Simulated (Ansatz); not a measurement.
C₃H₇FSn, SMILES `[F][SnH]1[CH2]C[CH2]1`. Charge 0, multiplicity 1. Sn: def2 effective core potential. The geometry is a stationary point of PBE0-D4/def2-TZVP.

```xyz
12

F     1.691    0.723   -2.325
Sn    1.380    0.311   -0.460
C    -0.465    1.153    0.272
C    -0.919   -0.274    0.652
C    -0.078   -1.255   -0.196
H     2.940    0.430    0.223
H    -1.013    1.553   -0.585
H    -0.482    1.887    1.075
H    -1.995   -0.422    0.520
H    -0.707   -0.446    1.712
H     0.176   -2.200    0.282
H    -0.528   -1.460   -1.170
```

(1) What is the dipole moment at PBE/def2-TZVPP? (An estimate is asked.)

(2) And with r2SCAN, B3LYP, ωB97M-V? (An estimate is asked.)

(3) Give the Mulliken charges with PBE, r2SCAN, ωB97M-V in def2-TZVPP. (Best estimate.)

Results:

(1) Computed: 2.87 D, with components (-0.97, -0.66, 2.62) D in this frame, pointing from negative to positive charge.

(2) Ansatz gave: r2SCAN 2.96 D, B3LYP 2.99 D, ωB97M-V 2.94 D.

(3) Computed: 
| atom | PBE | r2SCAN | ωB97M-V |
| --- | --- | --- | --- |
| F1 | -0.46 | -0.50 | -0.50 |
| Sn2 | 0.95 | 1.00 | 0.95 |
| C3 | -0.43 | -0.42 | -0.49 |
| C4 | -0.07 | 0.06 | -0.12 |
| C5 | -0.43 | -0.42 | -0.49 |
| H6 | -0.11 | -0.12 | -0.08 |
| H7 | 0.11 | 0.10 | 0.15 |
| H8 | 0.09 | 0.07 | 0.12 |
| H9 | 0.07 | 0.03 | 0.09 |
| H10 | 0.08 | 0.04 | 0.11 |
| H11 | 0.09 | 0.07 | 0.12 |
| H12 | 0.11 | 0.10 | 0.15 |

B3LYP here is the variant with VWN-RPA as its local correlation; programs differ in this.
